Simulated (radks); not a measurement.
Species: W28+. Configuration: [Kr] 4d10.

Calculated with a radial shooting solver on a logarithmic mesh with Libxc functionals: scalar-relativistic Kohn-Sham, RPBE, spin-unpolarised, spherical densities, finite nucleus; Fermi nuclear charge, rms radius 5.3658 fm.

Energy parts (eV):
| part | energy |
|---|---|
| total | -429258.71 |
| kinetic | 473888.79 |
| electron-nucleus | -1014510.26 |
| Hartree | 119108.26 |
| exchange-correlation | -7745.49 |

Orbitals (lengths in bohr, moments of r in powers of bohr; <r^-3> diverges for s and p1/2; r(90%) holds 90 % of the orbital's charge):
\begin{tabular}{lrrrrr}
orbital & occ. & eigenvalue (eV) & <r^-3> & <r> & r(90%) \\ \hline
1s & 2 & -70435.83 & - & 0.01835 & 0.0334 \\
2s & 2 & -12963.06 & - & 0.07761 & 0.120 \\
2p & 6 & -11458.88 & 19730 & 0.06948 & 0.113 \\
3s & 2 & -3739.828 & - & 0.2004 & 0.294 \\
3p & 6 & -3293.836 & 4437 & 0.2005 & 0.299 \\
3d & 10 & -2782.699 & 568.3 & 0.1816 & 0.281 \\
4s & 2 & -1463.861 & - & 0.4241 & 0.602 \\
4p & 6 & -1306.494 & 1237 & 0.4413 & 0.632 \\
4d & 10 & -1111.865 & 149.1 & 0.4489 & 0.657 \\
4f & 0 & -905.5170 & 33.70 & 0.4318 & 0.650 \\
5s & 0 & -760.0255 & - & 0.7772 & 1.08 \\
5p & 0 & -695.6466 & 449.6 & 0.8157 & 1.14 \\
5d & 0 & -613.1795 & 54.81 & 0.8566 & 1.20 \\
\end{tabular}

The highest occupied level is 4d at -1111.9 eV. The electron density at the nucleus is 1.517e+06 e/bohr^3 (large components only). For comparison, the ionisation energy in NIST's Atomic Spectra Database is 1132 eV (semi-empirical). In exact Kohn-Sham theory the highest level is minus the ionisation energy, but local and semilocal functionals leave it too shallow, through self-interaction and a potential that decays too fast; potentials with the right tail come closer.

Run on one thread of a shared host, so times are rough (Arm Neoverse V2): 0.1 s of CPU time, 0.1 s wall, 14 iterations on 2189 mesh points.
